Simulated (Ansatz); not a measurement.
Ansatz (a quantum-chemistry and plane-wave program) input (PBE/6-31G*):

Ansatz 0.2 input:
```yaml
crystal:
  periodic: [false, false, false]
  atoms:
    - {symbol: C, position_ang: [-1.63266700, -1.10247900, -0.09396400]}
    - {symbol: C, position_ang: [-0.70820500, -0.27288100, 0.81134600]}
    - {symbol: B, position_ang: [0.50269300, 0.47497700, 0.01319800]}
    - {symbol: N, position_ang: [0.71080700, 1.82819100, -0.10414400]}
    - {symbol: N, position_ang: [1.41307000, -0.49447600, -0.67607200]}
    - {symbol: H, position_ang: [-2.10404500, -0.46232800, -0.84644800]}
    - {symbol: H, position_ang: [-1.06263800, -1.85863200, -0.64037000]}
    - {symbol: H, position_ang: [-2.43614500, -1.61681000, 0.45265900]}
    - {symbol: H, position_ang: [-1.30676800, 0.47098000, 1.35104000]}
    - {symbol: H, position_ang: [-0.29403200, -0.94136800, 1.58460900]}
    - {symbol: H, position_ang: [-0.02348000, 2.36636100, 0.35442200]}
    - {symbol: H, position_ang: [1.61564500, -1.35633400, -0.18628300]}
    - {symbol: H, position_ang: [2.27608500, -0.06059900, -0.97840000]}
basis:
  gaussian:
    orbitals: 6-31G*
hamiltonian:
  xc: {name: PBE}
total_charge: -1
relax: {f_tol: 0.003, max_steps: 120}
```

Output:

```
Functional definition: PBE
integrals: 0.04 GiB planned
1191 factors; their error is unknown
mean field: 0.24 GiB planned
mean field evaluation 1: about -5842.6293 eV, gradient 7.1e1 eV
mean field evaluation 2: about -5764.4267 eV, gradient 1.4e2 eV
mean field evaluation 4: about -5853.0043 eV, gradient 1.6e1 eV
mean field evaluation 8: about -5853.8016 eV, gradient 1.8e-1 eV
mean field evaluation 16: about -5853.7300 eV, gradient 3.3e-3 eV
mean field -5853.73000762 eV, -215.1206099793 hartree, gradient 3.2e-5 eV, S^2 0.000000; 0 other end points of the search recorded, 0 dependent functions left out
the calculation of the forces begins
reference -5853.73003309 eV, -215.1206109153 hartree; 20, 20 occupied and 71, 71 virtual orbitals, 1191 factors
relax step   1: F+E_penalty+E_count = -5853.73000762 eV  Δ(F+E_penalty+E_count) = +0.000e0 eV  max|allowed force component| = 8.156e-1 eV/Å  Δτ_max = 0.0000 Å  (29 SCF iters, accepted)
these checks for a lower state are left out or cut short: starts, cluster_reference, orbital_swaps, neighbouring_geometries, increment
integrals: 0.04 GiB planned
1191 factors; their error is unknown
mean field: 0.24 GiB planned
mean field -5853.77401467 eV, -215.1222272086 hartree, gradient 1.0e-5 eV, S^2 0.000000; 0 other end points of the search recorded, 0 dependent functions left out
the calculation of the forces begins
reference -5853.77404038 eV, -215.1222281533 hartree; 20, 20 occupied and 71, 71 virtual orbitals, 1191 factors
relax step   2: F+E_penalty+E_count = -5853.77401467 eV  Δ(F+E_penalty+E_count) = -4.401e-2 eV  max|allowed force component| = 3.358e-1 eV/Å  Δτ_max = 0.0279 Å  (30 SCF iters, accepted)
these checks for a lower state are left out or cut short: starts, cluster_reference, orbital_swaps, neighbouring_geometries, increment
integrals: 0.04 GiB planned
1191 factors; their error is unknown
mean field: 0.24 GiB planned
mean field evaluation 32: about -5853.7860 eV, gradient 2.8e-3 eV
mean field -5853.78602700 eV, -215.1226686535 hartree, gradient 1.1e-5 eV, S^2 0.000000; 0 other end points of the search recorded, 0 dependent functions left out
the calculation of the forces begins
reference -5853.78605274 eV, -215.1226695996 hartree; 20, 20 occupied and 71, 71 virtual orbitals, 1191 factors
relax step   3: F+E_penalty+E_count = -5853.78602700 eV  Δ(F+E_penalty+E_count) = -1.201e-2 eV  max|allowed force component| = 2.892e-1 eV/Å  Δτ_max = 0.0828 Å  (31 SCF iters, accepted)
these checks for a lower state are left out or cut short: starts, cluster_reference, orbital_swaps, neighbouring_geometries, increment
integrals: 0.04 GiB planned
1191 factors; their error is unknown
mean field: 0.24 GiB planned
mean field -5853.79092838 eV, -215.1228487761 hartree, gradient 1.0e-5 eV, S^2 0.000000; 0 other end points of the search recorded, 0 dependent functions left out
the calculation of the forces begins
reference -5853.79095415 eV, -215.1228497231 hartree; 20, 20 occupied and 71, 71 virtual orbitals, 1191 factors
relax step   4: F+E_penalty+E_count = -5853.79092838 eV  Δ(F+E_penalty+E_count) = -4.901e-3 eV  max|allowed force component| = 1.351e-1 eV/Å  Δτ_max = 0.0244 Å  (32 SCF iters, accepted)
these checks for a lower state are left out or cut short: starts, cluster_reference, orbital_swaps, neighbouring_geometries, increment
integrals: 0.04 GiB planned
1191 factors; their error is unknown
mean field: 0.24 GiB planned
mean field -5853.79261991 eV, -215.1229109385 hartree, gradient 1.0e-5 eV, S^2 0.000000; 0 other end points of the search recorded, 0 dependent functions left out
the calculation of the forces begins
reference -5853.79264567 eV, -215.1229118853 hartree; 20, 20 occupied and 71, 71 virtual orbitals, 1191 factors
relax step   5: F+E_penalty+E_count = -5853.79261991 eV  Δ(F+E_penalty+E_count) = -1.692e-3 eV  max|allowed force component| = 4.158e-2 eV/Å  Δτ_max = 0.0159 Å  (33 SCF iters, accepted)
these checks for a lower state are left out or cut short: starts, cluster_reference, orbital_swaps, neighbouring_geometries, increment
integrals: 0.04 GiB planned
1191 factors; their error is unknown
mean field: 0.24 GiB planned
mean field -5853.79283027 eV, -215.1229186691 hartree, gradient 1.0e-5 eV, S^2 0.000000; 0 other end points of the search recorded, 0 dependent functions left out
the calculation of the forces begins
reference -5853.79285602 eV, -215.1229196154 hartree; 20, 20 occupied and 71, 71 virtual orbitals, 1191 factors
relax step   6: F+E_penalty+E_count = -5853.79283027 eV  Δ(F+E_penalty+E_count) = -2.104e-4 eV  max|allowed force component| = 2.088e-2 eV/Å  Δτ_max = 0.0109 Å  (32 SCF iters, accepted)
these checks for a lower state are left out or cut short: starts, cluster_reference, orbital_swaps, neighbouring_geometries, increment
integrals: 0.04 GiB planned
1191 factors; their error is unknown
mean field: 0.24 GiB planned
mean field -5853.79291751 eV, -215.1229218753 hartree, gradient 1.0e-5 eV, S^2 0.000000; 0 other end points of the search recorded, 0 dependent functions left out
the calculation of the forces begins
reference -5853.79294327 eV, -215.1229228218 hartree; 20, 20 occupied and 71, 71 virtual orbitals, 1191 factors
relax step   7: F+E_penalty+E_count = -5853.79291751 eV  Δ(F+E_penalty+E_count) = -8.724e-5 eV  max|allowed force component| = 8.196e-3 eV/Å  Δτ_max = 0.0039 Å  (33 SCF iters, accepted)
these checks for a lower state are left out or cut short: starts, cluster_reference, orbital_swaps, neighbouring_geometries, increment
integrals: 0.04 GiB planned
1191 factors; their error is unknown
mean field: 0.24 GiB planned
mean field evaluation 64: about -5853.8689 eV, gradient 2.8e-4 eV
mean field -5853.79294120 eV, -215.1229227459 hartree, gradient 1.0e-5 eV, S^2 0.000000; 0 other end points of the search recorded, 0 dependent functions left out
the calculation of the forces begins
reference -5853.79296696 eV, -215.1229236924 hartree; 20, 20 occupied and 71, 71 virtual orbitals, 1191 factors
relax step   8: F+E_penalty+E_count = -5853.79294120 eV  Δ(F+E_penalty+E_count) = -2.369e-5 eV  max|allowed force component| = 4.623e-3 eV/Å  Δτ_max = 0.0044 Å  (33 SCF iters, accepted)
these checks for a lower state are left out or cut short: starts, cluster_reference, orbital_swaps, neighbouring_geometries, increment
integrals: 0.04 GiB planned
1191 factors; their error is unknown
mean field: 0.24 GiB planned
mean field -5853.79295258 eV, -215.1229231641 hartree, gradient 1.0e-5 eV, S^2 0.000000; 0 other end points of the search recorded, 0 dependent functions left out
the calculation of the forces begins
reference -5853.79297834 eV, -215.1229241107 hartree; 20, 20 occupied and 71, 71 virtual orbitals, 1191 factors
relax step   9: F+E_penalty+E_count = -5853.79295258 eV  Δ(F+E_penalty+E_count) = -1.138e-5 eV  max|allowed force component| = 2.980e-3 eV/Å  Δτ_max = 0.0048 Å  (33 SCF iters, accepted)
these checks for a lower state are left out or cut short: starts, cluster_reference, orbital_swaps, neighbouring_geometries, increment
integrals: 0.04 GiB planned
1191 factors; their error is unknown
mean field: 0.24 GiB planned
mean field -5853.79295798 eV, -215.1229233623 hartree, gradient 1.0e-5 eV, S^2 0.000000; 0 other end points of the search recorded, 0 dependent functions left out
the calculation of the forces begins
reference -5853.79298373 eV, -215.1229243089 hartree; 20, 20 occupied and 71, 71 virtual orbitals, 1191 factors
relax step  10: F+E_penalty+E_count = -5853.79295798 eV  Δ(F+E_penalty+E_count) = -5.393e-6 eV  max|allowed force component| = 2.395e-3 eV/Å  Δτ_max = 0.0030 Å  (34 SCF iters, accepted)
these checks for a lower state are left out or cut short: starts, cluster_reference, orbital_swaps, neighbouring_geometries, increment
integrals: 0.04 GiB planned
1191 factors; their error is unknown
mean field: 0.24 GiB planned
mean field -5853.79296655 eV, -215.1229236773 hartree, gradient 1.0e-5 eV, S^2 0.000000; 0 other end points of the search recorded, 0 dependent functions left out
the calculation of the forces begins
reference -5853.79299231 eV, -215.1229246238 hartree; 20, 20 occupied and 71, 71 virtual orbitals, 1191 factors
relax step  11: F+E_penalty+E_count = -5853.79296655 eV  Δ(F+E_penalty+E_count) = -8.573e-6 eV  max|allowed force component| = 2.131e-3 eV/Å  Δτ_max = 0.0054 Å  (33 SCF iters, accepted)
these checks for a lower state are left out or cut short: starts, cluster_reference, orbital_swaps, neighbouring_geometries, increment
integrals: 0.04 GiB planned
1191 factors; their error is unknown
mean field: 0.24 GiB planned
mean field evaluation 96: about -5853.7930 eV, gradient 1.0e-5 eV
mean field -5853.79297370 eV, -215.1229239401 hartree, gradient 1.0e-5 eV, S^2 0.000000; 0 other end points of the search recorded, 0 dependent functions left out
the calculation of the forces begins
reference -5853.79299945 eV, -215.1229248865 hartree; 20, 20 occupied and 71, 71 virtual orbitals, 1191 factors
relax step  12: F+E_penalty+E_count = -5853.79297370 eV  Δ(F+E_penalty+E_count) = -7.150e-6 eV  max|allowed force component| = 2.704e-3 eV/Å  Δτ_max = 0.0071 Å  (33 SCF iters, accepted)
integrals: 0.04 GiB planned
1191 factors; their error is unknown
mean field: 0.24 GiB planned
mean field -5853.79297370 eV, -215.1229239401 hartree, gradient 2.9e-5 eV, S^2 0.000000; 1 other end points of the search recorded, 0 dependent functions left out
the calculation of the forces begins
reference -5853.79299945 eV, -215.1229248865 hartree; 20, 20 occupied and 71, 71 virtual orbitals, 1191 factors
Total energy: -5853.79299945 eV, -215.1229248865 hartree
Atom 0 at    -1.651303    -1.090650    -0.094661 Å, force     0.000449    -0.001050    -0.001494 eV/Å
Atom 1 at    -0.712430    -0.279558     0.819929 Å, force    -0.001526    -0.002068     0.001974 eV/Å
Atom 2 at     0.507251     0.466223     0.005578 Å, force    -0.001854     0.002300    -0.002704 eV/Å
Atom 3 at     0.748514     1.822848    -0.141071 Å, force     0.001627     0.002038    -0.000107 eV/Å
Atom 4 at     1.401907    -0.541264    -0.702520 Å, force    -0.001190     0.000464     0.000784 eV/Å
Atom 5 at    -2.153873    -0.424053    -0.822102 Å, force     0.000862    -0.000480     0.000768 eV/Å
Atom 6 at    -1.066194    -1.813916    -0.691883 Å, force    -0.001020     0.000421     0.000204 eV/Å
Atom 7 at    -2.449742    -1.654079     0.440450 Å, force     0.001174     0.000935    -0.000225 eV/Å
Atom 8 at    -1.310461     0.462588     1.390394 Å, force     0.001090     0.000827     0.000445 eV/Å
Atom 9 at    -0.303371    -0.978082     1.589601 Å, force    -0.000515    -0.000328     0.000117 eV/Å
Atom 10 at    -0.020120     2.341971     0.325214 Å, force    -0.000332    -0.002353     0.000014 eV/Å
Atom 11 at     1.711068    -1.296858    -0.075275 Å, force     0.000149     0.000197    -0.000062 eV/Å
Atom 12 at     2.249074    -0.040570    -1.002060 Å, force     0.001086    -0.000901     0.000286 eV/Å
Dipole moment:    -0.412544    -0.788488     0.302024 e Å
```

The dipole moment of an ion depends on the origin.

The geometry given is a B3LYP-D3(BJ)/def2-TZVP minimum.
